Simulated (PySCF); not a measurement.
## Calculated data, BClH₅NSi, AlBClH₂, Al₂FO, C₂H₆AlB and others

Calculation on a computer-drawn molecule: optimised geometry and harmonic frequencies of an isolated molecule of the commonest isotopes, restricted reference for singlets and unrestricted otherwise, frozen core in MP2. Program: PySCF 2.14.0.

Common to all runs: basis cc-pV(D+d)Z.

(1) BClH₅NSi

Start structure:
```xyz
9
BClH5NSi
B     -1.7025     1.3820    -0.1625
Si     0.1154     0.7848    -0.4079
N      0.2857    -0.8995    -0.3343
Cl     0.9247     1.2192    -2.2195
H     -2.0673     2.4080    -0.6241
H     -2.5262     0.7613     0.4471
H      1.1177     1.4575     0.5131
H     -0.2120    -1.4756     0.3278
H      1.0875    -1.3897    -0.6368
```

```
charge                                        : 0
multiplicity                                  : 1
method                                        : HF
rotational constants                          : 5.544, 3.292, 2.344 GHz
total energy                                  : -830.5441 hartree
convergence status largest gradient component : 2.619e-05 hartree/bohr
```

Drawn bonds:
| atom | other atom | order |
| --- | --- | --- |
| 1 | 2 | 1 |
| 2 | 3 | 1 |
| 2 | 4 | 1 |
| 1 | 5 | 1 |
| 1 | 6 | 1 |
| 2 | 7 | 1 |
| 3 | 8 | 1 |
| 3 | 9 | 1 |

Optimised structure:
```xyz
9
BClH5NSi
B     -1.6930     1.4177    -0.1398
Si     0.1950     0.7489    -0.4196
N      0.3651    -0.8835     0.0495
Cl     0.4737     1.0826    -2.4867
H     -1.9248     2.5470     0.1871
H     -2.6249     0.6919    -0.3518
H      1.2797     1.5043     0.2299
H     -0.3233    -1.5555    -0.2356
H      1.2754    -1.3054     0.0699
```

Modes:
| frequency (cm⁻¹) | reduced mass (dalton) |
| --- | --- |
| 137.1 | 2.58 |
| 177.8 | 1.232 |
| 215.7 | 2.167 |
| 253 | 2.939 |
| 335.9 | 1.136 |
| 484.9 | 4.163 |
| 526.4 | 1.886 |
| 623 | 1.313 |
| 674.3 | 3.016 |
| 823.2 | 1.284 |
| 871.5 | 1.114 |
| 912.4 | 3.651 |
| 969 | 1.364 |
| 997.5 | 1.284 |
| 1265 | 1.163 |
| 1698 | 1.112 |
| 2347 | 1.041 |
| 2682 | 1.055 |
| 2763 | 1.125 |
| 3766 | 1.051 |
| 3858 | 1.095 |

(2) AlBClH₂

Start structure:
```xyz
5
AlBClH2
B     -1.1173    -0.0540    -1.2730
Al    -2.5904    -1.4756    -1.2827
Cl    -3.2225    -2.2300     0.5986
H     -0.2627     0.7706    -1.2728
H     -3.2702    -2.0324    -2.5814
```

```
charge                                        : 0
multiplicity                                  : 2
method                                        : MP2
rotational constants                          : 20.87, 3.742, 3.173 GHz
total energy                                  : -727.5173 hartree
spin squared                                  : 0.7588
convergence status largest gradient component : 1.426e-05 hartree/bohr
```

Drawn bonds:
| atom | other atom | order |
| --- | --- | --- |
| 1 | 2 | 1 |
| 2 | 3 | 1 |
| 1 | 4 | 1 |
| 2 | 5 | 1 |

Optimised structure:
```xyz
5
AlBClH2
B     -1.1212    -0.0579    -1.2727
Al    -2.5961    -1.4813    -1.2812
Cl    -3.2166    -2.2245     0.6023
H     -0.2608     0.7724    -1.2705
H     -3.2685    -2.0301    -2.5892
```

Modes:
| frequency (cm⁻¹) | reduced mass (dalton) |
| --- | --- |
| 148.9 | 4.267 |
| 279.8 | 1.289 |
| 449.1 | 1.182 |
| 506.3 | 11.98 |
| 589.3 | 1.156 |
| 689.4 | 3.199 |
| 727.1 | 1.593 |
| 2007 | 1.043 |
| 2776 | 1.101 |

(3) Al₂FO

Start structure:
```xyz
4
Al2FO
O      3.0853     1.5684    -1.9096
Al     1.8342     0.9185    -1.3645
Al    -0.3418    -0.2101    -0.3782
F     -1.7122    -0.9420     0.2024
```

```
charge                                        : 1
multiplicity                                  : 1
method                                        : HF
rotational constants                          : 1.31, 1.31 GHz
total energy                                  : -657.8842 hartree
convergence status largest gradient component : 3.164e-05 hartree/bohr
```

Drawn bonds:
| atom | other atom | order |
| --- | --- | --- |
| 1 | 2 | 2 |
| 2 | 3 | 1 |
| 3 | 4 | 1 |

Optimised structure:
```xyz
4
Al2FO
O      3.0979     1.5781    -1.9139
Al     1.8071     0.9036    -1.3477
Al    -0.3574    -0.2276    -0.3885
F     -1.6822    -0.9194     0.2002
```

Modes:
| frequency (cm⁻¹) | reduced mass (dalton) |
| --- | --- |
| 75.83 | 19.84 |
| 136.1 | 24.12 |
| 136.6 | 24.15 |
| 265.9 | 21.6 |
| 968.6 | 21.87 |
| 1202 | 19.13 |

(4) C₂H₆AlB

Start structure:
```xyz
10
C2H6AlB
C     -2.4956     1.0549     0.0895
B     -1.4530     0.8333     0.9689
C     -0.3662     0.6022     1.9870
Al    -0.7134    -0.8887     3.1148
H     -2.5827     1.8347    -0.7179
H     -3.3592     0.3529     0.0554
H      0.6460     0.4353     1.5513
H     -0.2119     1.5074     2.7525
H     -0.2399    -2.4399     2.7463
H     -1.5135    -0.8634     4.5028
```

```
charge                                        : 0
multiplicity                                  : 1
method                                        : HF
rotational constants                          : 15.62, 2.691, 2.415 GHz
total energy                                  : -345.7854 hartree
convergence status largest gradient component : 3.894e-05 hartree/bohr
```

Drawn bonds:
| atom | other atom | order |
| --- | --- | --- |
| 1 | 2 | 2 |
| 2 | 3 | 1 |
| 3 | 4 | 1 |
| 1 | 5 | 1 |
| 1 | 6 | 1 |
| 3 | 7 | 1 |
| 3 | 8 | 1 |
| 4 | 9 | 1 |
| 4 | 10 | 1 |

Optimised structure:
```xyz
10
C2H6AlB
C     -2.4918     1.0101     0.0969
B     -1.4383     0.8729     0.9919
C     -0.3400     0.6346     2.0090
Al    -0.7563    -0.9602     3.1215
H     -2.5310     1.8050    -0.6399
H     -3.3328     0.3238     0.0911
H      0.6209     0.4215     1.5285
H     -0.2440     1.4713     2.7091
H     -0.2345    -2.3771     2.6664
H     -1.5415    -0.7732     4.4762
```

Modes:
| frequency (cm⁻¹) | reduced mass (dalton) |
| --- | --- |
| 55.02 | 1.065 |
| 105.7 | 3.657 |
| 168.6 | 1.073 |
| 347.9 | 2.709 |
| 368.4 | 2.102 |
| 483 | 1.074 |
| 571.5 | 2.301 |
| 632.8 | 1.464 |
| 787.1 | 1.335 |
| 801.8 | 1.357 |
| 805.1 | 1.702 |
| 842.5 | 1.08 |
| 883.9 | 2.861 |
| 1023 | 1.719 |
| 1071 | 1.148 |
| 1428 | 1.146 |
| 1505 | 1.13 |
| 1744 | 6.336 |
| 2004 | 1.061 |
| 2006 | 1.025 |
| 3168 | 1.055 |
| 3232 | 1.105 |
| 3292 | 1.063 |
| 3368 | 1.108 |

(5) AlBHO₂

Start structure:
```xyz
5
AlBHO2
O     -0.1494     0.0900    -2.1076
B     -0.9530     0.0098    -1.1448
O     -1.7020    -0.1152    -0.0992
Al    -2.7099    -0.1487     1.1396
H     -3.7042    -0.3175     2.3041
```

```
charge                                        : 1
multiplicity                                  : 1
method                                        : HF
rotational constants                          : 2.511, 2.511 GHz
total energy                                  : -416.7626 hartree
convergence status largest gradient component : 1.999e-05 hartree/bohr
```

Drawn bonds:
| atom | other atom | order |
| --- | --- | --- |
| 1 | 2 | 2 |
| 2 | 3 | 1 |
| 3 | 4 | 1 |
| 4 | 5 | 1 |

Optimised structure:
```xyz
5
AlBHO2
O     -0.1605     0.0880    -2.0886
B     -0.8964     0.0074    -1.1675
O     -1.7279    -0.0837    -0.1266
Al    -2.7391    -0.1943     1.1393
H     -3.6947    -0.2990     2.3355
```

Modes:
| frequency (cm⁻¹) | reduced mass (dalton) |
| --- | --- |
| 94.04 | 7.292 |
| 94.04 | 7.292 |
| 413 | 1.182 |
| 413 | 1.182 |
| 546.7 | 11.46 |
| 546.7 | 11.46 |
| 652.4 | 13.43 |
| 1298 | 14.72 |
| 2182 | 1.053 |
| 2266 | 12.15 |

(6) AlBH₂N

Start structure:
```xyz
5
AlBH2N
B      0.3987    -1.8317    -1.6182
N      1.0675    -1.2171    -2.5047
Al     1.9529    -0.4036    -3.6783
H     -0.2176    -2.3978    -0.8014
H      2.7624     0.3402    -4.7512
```

```
charge               : 1
multiplicity         : 1
method               : MP2
total energy         : ?
rotational constants : ?
```

Drawn bonds:
| atom | other atom | order |
| --- | --- | --- |
| 1 | 2 | 1 |
| 2 | 3 | 2 |
| 1 | 4 | 1 |
| 3 | 5 | 1 |

(7) AlBClH₅Si

Start structure:
```xyz
9
AlBClH5Si
Si    -1.3877    -0.4243     0.5522
B      0.4978    -0.0110     0.9135
Al     1.1570     0.9694     2.6241
Cl     1.1277    -0.1302     4.3111
H     -1.8619    -0.0158    -0.7997
H     -1.6833    -1.8882     0.5568
H     -2.4254     0.1299     1.4756
H      1.3121    -0.5102     0.1638
H      1.7882     2.3789     2.8688
```

```
charge               : 0
multiplicity         : 1
method               : HF
rotational constants : ?
total energy         : ?
```

Drawn bonds:
| atom | other atom | order |
| --- | --- | --- |
| 1 | 2 | 1 |
| 2 | 3 | 1 |
| 3 | 4 | 1 |
| 1 | 5 | 1 |
| 1 | 6 | 1 |
| 1 | 7 | 1 |
| 2 | 8 | 1 |
| 3 | 9 | 1 |

(8) BH₄NSi

Start structure:
```xyz
7
BH4NSi
B     -1.1261     3.1947     1.0258
N     -1.0991     2.5951    -0.2637
Si    -0.5196     1.0400    -0.7947
H     -1.5832     4.2996     1.1531
H     -0.6949     2.5956     1.9691
H     -1.4805     3.1666    -0.9979
H     -0.0628     0.5553     0.5641
```

```
charge       : 0
multiplicity : 1
method       : MP2
total energy : ?
```

Drawn bonds:
| atom | other atom | order |
| --- | --- | --- |
| 1 | 2 | 1 |
| 2 | 3 | 1 |
| 1 | 4 | 1 |
| 1 | 5 | 1 |
| 2 | 6 | 1 |
| 3 | 7 | 1 |

Question: Estimate the total energy of AlBH₂N (entry 6).
Answer: -322.2810 hartree

Question: Give the missing rotational constants for AlBH₂N (entry 6).
Answer: 5.382, 5.382 GHz

Question: Give the table of modes values for AlBH₂N (entry 6).
Answer: 
Modes:
| frequency (cm⁻¹) | reduced mass (dalton) |
| --- | --- |
| 131.4 | 3.792 |
| 131.6 | 3.794 |
| 428 | 1.181 |
| 428.2 | 1.181 |
| 757.6 | 1.331 |
| 757.7 | 1.331 |
| 777.5 | 8.7 |
| 1777 | 5.972 |
| 2135 | 1.052 |
| 2922 | 1.165 |

Question: What rotational constants does the calculation give for AlBClH₅Si (entry 7)?
Answer: 7.701, 1.079, 1 GHz

Question: Estimate the total energy of AlBClH₅Si (entry 7).
Answer: -1017.9848 hartree

Question: Give the missing total energy for BH₄NSi (entry 8).
Answer: -370.7442 hartree

Further results for AlBH₂N (entry 6):

```
convergence status largest gradient component : 2.258e-06 hartree/bohr
```

Optimised structure:
```xyz
5
AlBH2N
B      0.3873    -1.8421    -1.6031
N      1.0667    -1.2178    -2.5037
Al     1.9658    -0.3918    -3.6953
H     -0.2338    -2.4127    -0.7799
H      2.7779     0.3544    -4.7717
```

Further results for AlBClH₅Si (entry 7):

```
convergence status largest gradient component : 1.312e-05 hartree/bohr
```

Optimised structure:
```xyz
9
AlBClH5Si
Si    -1.4894    -0.4520     0.4918
B      0.4615    -0.1529     1.0187
Al     1.2050     0.9619     2.6803
Cl     1.4885    -0.0960     4.5055
H     -1.7226     0.2257    -0.8112
H     -1.7614    -1.9026     0.3292
H     -2.4659     0.0931     1.4684
H      1.2537    -0.6754     0.2762
H      1.5551     2.4965     2.7073
```

Modes:
| frequency (cm⁻¹) | reduced mass (dalton) |
| --- | --- |
| 32.46 | 1.199 |
| 47.95 | 3.433 |
| 122.5 | 3.055 |
| 148.4 | 3.272 |
| 411.3 | 3.157 |
| 456.5 | 1.25 |
| 493 | 1.112 |
| 521.2 | 6.314 |
| 630.7 | 1.231 |
| 654.8 | 1.562 |
| 731.2 | 2.883 |
| 748.6 | 1.482 |
| 949.3 | 1.392 |
| 990.8 | 1.125 |
| 1020 | 1.06 |
| 1037 | 1.036 |
| 2012 | 1.043 |
| 2279 | 1.046 |
| 2289 | 1.05 |
| 2296 | 1.024 |
| 2672 | 1.09 |

Further results for BH₄NSi (entry 8):

```
rotational constants                          : 45.5, 5.843, 5.178 GHz
convergence status largest gradient component : 2.095e-05 hartree/bohr
```

Optimised structure:
```xyz
7
BH4NSi
B     -1.1240     3.1919     1.0307
N     -1.1023     2.5982    -0.2736
Si    -0.5106     1.0177    -0.7983
H     -1.5820     4.3019     1.1653
H     -0.6842     2.5680     1.9619
H     -1.4906     3.1810    -1.0192
H     -0.0726     0.5882     0.5890
```

Modes:
| frequency (cm⁻¹) | reduced mass (dalton) |
| --- | --- |
| 212.6 | 1.738 |
| 328.1 | 2.802 |
| 433.9 | 1.023 |
| 700.2 | 4.746 |
| 840.5 | 1.082 |
| 897.5 | 1.098 |
| 989.7 | 1.356 |
| 1047 | 1.356 |
| 1156 | 1.648 |
| 1289 | 1.245 |
| 1370 | 2.08 |
| 2120 | 1.042 |
| 2623 | 1.054 |
| 2719 | 1.129 |
| 3571 | 1.075 |
